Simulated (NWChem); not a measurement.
System: SiN2H5Cl; SMILES Cl[SiH](N)N

Input file for NWChem:

```
start job
memory heap 200 mb stack 900 mb global 1100 mb
geometry units angstroms noautosym nocenter noautoz
  Si     0.022121    -0.400769     0.376847
  N     -1.487397    -0.957946    -0.210241
  N      1.242596    -1.368231    -0.328099
  Cl     0.027592     1.627262    -0.131565
  H      0.290509    -0.418244     1.841352
  H     -2.290508    -0.341882    -0.235548
  H     -1.748447    -1.932623    -0.117502
  H      1.261092    -1.516767    -1.331197
  H      2.172435    -1.394183     0.074141
end
basis spherical
  * library 6-31g*
end
dft
  xc m05-2x
  iterations 150
end
cosmo
  do_cosmo_smd true
  solvent toluene
end
task dft energy
```

Excerpt of the output:

```
             Northwest Computational Chemistry Package (NWChem) 7.3.0
             --------------------------------------------------------

                             Geometry "geometry" -> ""
                             -------------------------

 Output coordinates in angstroms (scale by  1.889725989 to convert to a.u.)

  No.       Tag          Charge          X              Y              Z
 ---- ---------------- ---------- -------------- -------------- --------------
    1 Si                  14.0000     0.02212100    -0.40076900     0.37684700
    2 N                    7.0000    -1.48739700    -0.95794600    -0.21024100
    3 N                    7.0000     1.24259600    -1.36823100    -0.32809900
    4 Cl                  17.0000     0.02759200     1.62726200    -0.13156500
    5 H                    1.0000     0.29050900    -0.41824400     1.84135200
    6 H                    1.0000    -2.29050800    -0.34188200    -0.23554800
    7 H                    1.0000    -1.74844700    -1.93262300    -0.11750200
    8 H                    1.0000     1.26109200    -1.51676700    -1.33119700
    9 H                    1.0000     2.17243500    -1.39418300     0.07414100

 Effective nuclear repulsion energy (a.u.)     225.0676891086

                                 NWChem DFT Module
                                 -----------------

 Summary of "ao basis" -> "ao basis" (spherical)
 ------------------------------------------------------------------------------
       Tag                 Description            Shells   Functions and Types
 ---------------- ------------------------------  ------  ---------------------
 Si                          6-31g*                  8       18   4s3p1d
 N                           6-31g*                  6       14   3s2p1d
 Cl                          6-31g*                  8       18   4s3p1d
 H                           6-31g*                  2        2   2s

 in cosmo_initialize ...
 calling solv_data for solv:toluene

 solvent parameters
 solvname_short: toluene
 solvname_long:  toluene
 dielec:        2.3741
 dielecinf:     2.2383
 nonaqueous SMD model solvent descriptors
 dielec:        2.3741
 sola:          0.0000
 solb:          0.1400
 solc:          0.8570
 solg:         40.2000
 solh:          0.0000
 soln:          1.4961

          ---------------
          -cosmo- solvent
          ---------------
 Cosmo: York-Karplus, doi: 10.1021/jp992097l
 dielectric constant -eps-     =   2.37
 screen = (eps-1)/(eps    )    =   0.57879
 surface charge correction     = lagrangian

   van der Waals surface
 --------------------------

 ---------- ATOMIC COORDINATES (A.U.) ------------ VDWR(ANG.) --
     1    0.04180263   -0.75734359    0.71213757     2.470
     2   -2.81077277   -1.81025545   -0.39729788     1.890
     3    2.34816595   -2.58558168   -0.62001721     1.890
     4    0.05214132    3.07507929   -0.24862180     2.380
     5    0.54898241   -0.79036656    3.47965073     1.200
     6   -4.32843249   -0.64606330   -0.44512118     1.200
     7   -3.30408574   -3.65212791   -0.22204658     1.200
     8    2.38311833   -2.86627402   -2.51559757     1.200
     9    4.10530688   -2.63462385    0.14010617     1.200
 number of segments per atom =        128
 number of   points per atom =        128
 atom (   nspa,  nppa )
 ----------------------
    1 (     55,     0 )       0
    2 (     55,     0 )       0
    3 (     59,     0 )       0
    4 (     94,     0 )       0
    5 (     31,     0 )       0
    6 (     46,     0 )       0
    7 (     44,     0 )       0
    8 (     42,     0 )       0
    9 (     45,     0 )       0
 number of -cosmo- surface points =      471
 molecular surface =    129.729 angstrom**2
 molecular volume  =    119.424 angstrom**3
 -lineq- algorithm             =   0
 -bem- low  level              =   3
 -bem- from -octahedral-
 gaussian surface charge width =   4.50000
 degree of switching           =   1.00000
 switching function tolerance  =   0.00010
 atomic radii =
 --------------
    1 14.000  2.470
    2  7.000  1.890
    3  7.000  1.890
    4 17.000  2.380
    5  1.000  1.200
    6  1.000  1.200
    7  1.000  1.200
    8  1.000  1.200
    9  1.000  1.200
 ...... end of -cosmo- initialization ......

 nat:                     9
 ixmem:                  4523
 calling mnsol_interface()
 G(SMD-CDS) energy (kcal/mol)  =     0.397
 SMD-CDS SASA (angstrom**2)    =   141.705

            General Information
            -------------------
          SCF calculation type: DFT
          Wavefunction type:  closed shell.
          No. of atoms     :     9
          No. of electrons :    50
           Alpha electrons :    25
            Beta electrons :    25
          Charge           :     0
          Spin multiplicity:     1
          Use of symmetry is: off; symmetry adaption is: off
          Maximum number of iterations: 150
          AO basis - number of functions:    74
                     number of shells:    38
          Convergence on energy requested:  1.00D-06
          Convergence on density requested:  1.00D-05
          Convergence on gradient requested:  5.00D-04

              XC Information
              --------------
                       M05-2X Method XC Functional
                     Hartree-Fock (Exact) Exchange  0.560
                M05-2X metaGGA Exchange Functional  0.440
                      M05-2X Correlation Potential  1.000

             Grid Information
             ----------------
          Grid used for XC integration:  medium
          Radial quadrature: Mura-Knowles
          Angular quadrature: Lebedev.
          Tag              B.-S. Rad. Rad. Pts. Rad. Cut. Ang. Pts.
          ---              ---------- --------- --------- ---------
          Si                  1.10       88           8.0       590
          N                   0.65       49          10.0       434
          Cl                  1.00       88          10.0       590
          H                   0.35       45          11.0       434
          Grid pruning is: on
          Number of quadrature shells:   499
          Spatial weights used:  Erf1

      Superposition of Atomic Density Guess
      -------------------------------------

 Sum of atomic energies:        -859.34652943

      Non-variational initial energy
      ------------------------------

 Total energy =    -861.003986
 1-e energy   =   -1633.153464
 2-e energy   =     547.081789
 HOMO         =      -0.345996
 LUMO         =       0.078522

   convergence    iter        energy       DeltaE   RMS-Dens  Diis-err
 ---------------- ----- ----------------- --------- --------- ---------
     COSMO gas phase
 d= 0,ls=0.0,diis     1   -862.1712027565 -1.09D+03  1.03D-02  5.17D-01
 d= 0,ls=0.0,diis     2   -862.1993787639 -2.82D-02  4.61D-03  2.88D-01
 d= 0,ls=0.0,diis     3   -862.2299581956 -3.06D-02  1.06D-03  1.43D-02
 d= 0,ls=0.0,diis     4   -862.2314316727 -1.47D-03  3.58D-04  6.66D-04
 d= 0,ls=0.0,diis     5   -862.2315280115 -9.63D-05  7.87D-05  2.42D-05
  Resetting Diis
 d= 0,ls=0.0,diis     6   -862.2315322744 -4.26D-06  1.83D-05  1.33D-06
 d= 0,ls=0.0,diis     7   -862.2315324727 -1.98D-07  6.48D-06  1.85D-07

   convergence    iter        energy       DeltaE   RMS-Dens  Diis-err
 ---------------- ----- ----------------- --------- --------- ---------
     COSMO solvation phase
 d= 0,ls=0.0,diis     1   -862.2382209303 -6.69D-03  9.11D-04  1.10D-03
 d= 0,ls=0.0,diis     2   -862.2385570865 -3.36D-04  2.13D-04  1.13D-04
 d= 0,ls=0.0,diis     3   -862.2385772514 -2.02D-05  7.70D-05  1.90D-05
 d= 0,ls=0.0,diis     4   -862.2385803035 -3.05D-06  2.03D-05  3.07D-06
 d= 0,ls=0.0,diis     5   -862.2385806688 -3.65D-07  6.80D-06  2.04D-07

         Total DFT energy =     -862.238580668772
      One electron energy =    -1637.317815622014
           Coulomb energy =      614.900908056733
    Exchange-Corr. energy =      -64.961378660137
 Nuclear repulsion energy =      225.067689108644

             COSMO energy =        0.072016448002

 Numeric. integr. density =       50.000002934529

                                COSMO-SMD solvation results
                                ---------------------------

             internal energy in gas <Psi(g)|H|Psi(g)> =      -862.231532472664
         internal energy in solvent <Psi(s)|H|Psi(s)> =      -862.231151318440
                               delta internal energy  =         0.000381154224 (    0.24 kcal/mol)
   total free energy in solvent <Psi(s)|H+V/2|Psi(s)> =      -862.239214050791
 polarization energy contribution <Psi(s)|V/2|Psi(s)> =        -0.008062732351 (   -5.06 kcal/mol)
    total free energy in solvent including G(SMD-CDS) =      -862.238580668772
                       G(SMD-CDS) energy contribution =         0.000633382019 (    0.40 kcal/mol)
     1 M fixed-concentration free energy of solvation =        -0.007048196108 (   -4.42 kcal/mol)

                       DFT Final Molecular Orbital Analysis
                       ------------------------------------

 Vector   23  Occ=2.000000D+00  E=-3.700849D-01
              MO Center=  1.8D-02,  1.2D+00,  8.2D-02, r^2= 2.4D+00
   Bfn.  Coefficient  Atom+Function         Bfn.  Coefficient  Atom+Function
  ----- ------------  ---------------      ----- ------------  ---------------
    55      0.633837  4 Cl pz                59      0.366662  4 Cl pz
    51     -0.246962  4 Cl pz                66     -0.185138  5 H  s
    53      0.160380  4 Cl px                65     -0.131901  5 H  s
     9     -0.122703  1 Si pz                57      0.089320  4 Cl px
    54      0.081653  4 Cl py                24      0.076983  2 N  s

 Vector   24  Occ=2.000000D+00  E=-3.328399D-01
              MO Center=  9.7D-01, -9.4D-01, -2.5D-01, r^2= 2.5D+00
   Bfn.  Coefficient  Atom+Function         Bfn.  Coefficient  Atom+Function
  ----- ------------  ---------------      ----- ------------  ---------------
    36      0.487218  3 N  py                40      0.428527  3 N  py
    54      0.212937  4 Cl py                53     -0.207307  4 Cl px
    35      0.144827  3 N  px                58      0.142357  4 Cl py
    37     -0.140257  3 N  pz                12      0.133545  1 Si py
    39      0.128038  3 N  px                41     -0.122858  3 N  pz

 Vector   25  Occ=2.000000D+00  E=-3.280160D-01
              MO Center= -1.2D+00, -8.4D-01, -3.7D-02, r^2= 1.9D+00
   Bfn.  Coefficient  Atom+Function         Bfn.  Coefficient  Atom+Function
  ----- ------------  ---------------      ----- ------------  ---------------
    23      0.526442  2 N  pz                27      0.467832  2 N  pz
    66     -0.252118  5 H  s                 65     -0.126185  5 H  s
    38      0.106316  3 N  s                 13      0.105235  1 Si pz
    54     -0.094172  4 Cl py                21     -0.092599  2 N  px
    25     -0.087493  2 N  px                24     -0.086016  2 N  s

 Vector   26  Occ=0.000000D+00  E= 1.030401D-01
              MO Center= -1.1D-01, -2.7D-01,  6.1D-01, r^2= 4.9D+00
   Bfn.  Coefficient  Atom+Function         Bfn.  Coefficient  Atom+Function
  ----- ------------  ---------------      ----- ------------  ---------------
    11      1.272056  1 Si px                24      0.770221  2 N  s
    38     -0.762514  3 N  s                 12     -0.486763  1 Si py
    10     -0.362334  1 Si s                 56      0.350632  4 Cl s
    57     -0.278433  4 Cl px                 7      0.256985  1 Si px
    58     -0.239159  4 Cl py                27      0.200954  2 N  pz

 Vector   27  Occ=0.000000D+00  E= 1.045081D-01
              MO Center=  2.2D-01, -1.5D-01,  4.6D-01, r^2= 4.5D+00
   Bfn.  Coefficient  Atom+Function         Bfn.  Coefficient  Atom+Function
  ----- ------------  ---------------      ----- ------------  ---------------
    12      1.168026  1 Si py                56     -0.803492  4 Cl s
    58      0.612096  4 Cl py                10      0.604043  1 Si s
     8      0.446839  1 Si py                11      0.405130  1 Si px
    40     -0.336903  3 N  py                 6      0.283656  1 Si s
    52     -0.233307  4 Cl s                 54      0.227440  4 Cl py

 Vector   28  Occ=0.000000D+00  E= 1.158686D-01
              MO Center= -7.7D-02, -1.1D+00, -2.8D-01, r^2= 5.4D+00
   Bfn.  Coefficient  Atom+Function         Bfn.  Coefficient  Atom+Function
  ----- ------------  ---------------      ----- ------------  ---------------
    10      1.207329  1 Si s                 38     -1.106654  3 N  s
    24     -1.083214  2 N  s                 12     -0.443295  1 Si py
    13     -0.431485  1 Si pz                74      0.419388  9 H  s
    68      0.401986  6 H  s                 70      0.403431  7 H  s
    72      0.346747  8 H  s                 66     -0.237412  5 H  s

     Multipole analysis of the density
     ---------------------------------

     L   x y z        total         alpha         beta         nuclear
     -   - - -        -----         -----         ----         -------
     0   0 0 0     -0.000000    -25.000000    -25.000000     50.000000

     1   1 0 0     -0.044296      1.158711      1.158711     -2.361719
     1   0 1 0     -1.133269     -0.723245     -0.723245      0.313222
     1   0 0 1     -0.037355      0.451752      0.451752     -0.940859

     2   2 0 0    -22.503674    -84.480567    -84.480567    146.457460
     2   1 1 0     -0.284522      3.766087      3.766087     -7.816696
     2   1 0 1     -0.822803      1.102157      1.102157     -3.027117
     2   0 2 0    -30.474938   -149.265755   -149.265755    268.056572
     2   0 1 1      0.886917     -0.005589     -0.005589      0.898096
     2   0 0 2    -29.035102    -29.842507    -29.842507     30.649913
```

Level: M05-2X/6-31G* (spherical d), SMD on the gas-phase geometry. Coordinates come from a PBE0/def2-SVP optimisation. Solvent: toluene.
